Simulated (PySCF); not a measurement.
Species: SeMeF5, CH3F5Se.
InChI=1S/CH3F5Se/c1-7(2,3,4,5)6/h1H3

Method: TDDFT B3LYP/def2-SVPD, vertical, gas phase, core orbitals frozen in the response in PySCF. Geometry: PBE0-D3(BJ)/def2-SVP; no solvent, vibrations or thermal averaging. The B3LYP/def2-SVPD calculation is non-relativistic and has no spin–orbit coupling, an omission that weighs most on selenium.

Broadening: Gaussians 0.25 eV wide at half height, area fixed by f = 4.319×10⁻⁹ ∫ε dν̃. The width is an assumption, not a result. The curve ends short of the highest state used, and states not computed would add to its high-energy end.

(λ (nm), ε (L mol⁻¹ cm⁻¹)): (151.5, 3471), (152.6, 1953), (153.6, 970), (154.7, 593), (155.8, 849), (156.8, 1418), (157.9, 2055), (159.0, 2302), (160.0, 2046), (161.1, 1423), (162.2, 783), (163.2, 374), (164.3, 135), (165.4, 40), (166.4, 13), (167.5, 13), (168.6, 53), (169.6, 185), (170.7, 599), (171.8, 1584), (172.8, 3236), (173.9, 5931), (175.0, 9062), (176.0, 11439), (177.1, 12571), (178.2, 11729), (179.2, 9600), (180.3, 6658), (181.4, 3984), (182.4, 2207), (183.5, 1011), (184.6, 405), (185.6, 158), (186.7, 50), (187.8, 14), (188.8, 4)

Q: Locate the maxima and give the states behind the curve.

A: 177 nm (7.00 eV), ε about 13000, made up of S2 (66%) and S4 (30%); 159 nm (7.80 eV), ε about 2300, made up of S6 (48%) and S7 (51%) (ε in L mol⁻¹ cm⁻¹; maxima over ε = 5, shares over 10%). At its high-energy end, 8.18 eV, the curve is still rising (ε about 3400, from S8 and S9). The states used: S1 6.94 eV (f 0.0000); S2 6.99 eV (f 0.078); S3 7.01 eV (f 0.0038); S4 7.02 eV (f 0.036); S5 7.74 eV (f 0.0004); S6 7.79 eV (f 0.010); S7 7.81 eV (f 0.011); S8 8.26 eV (f 0.022); S9 8.27 eV (f 0.021); S10 8.78 eV (f 0.0003).

Q: Coming from long wavelengths, where does ε first pass 100 L mol⁻¹ cm⁻¹?

A: At about 186 nm (6.66 eV), 0.28 eV below S1.

Q: What would ε be at 7.00 eV, the highest of these maxima, with half the width (0.125 eV)?

A: About 24200 L mol⁻¹ cm⁻¹ against 12600, a factor of about 1.9; a lone state at its own centre would give exactly 2.
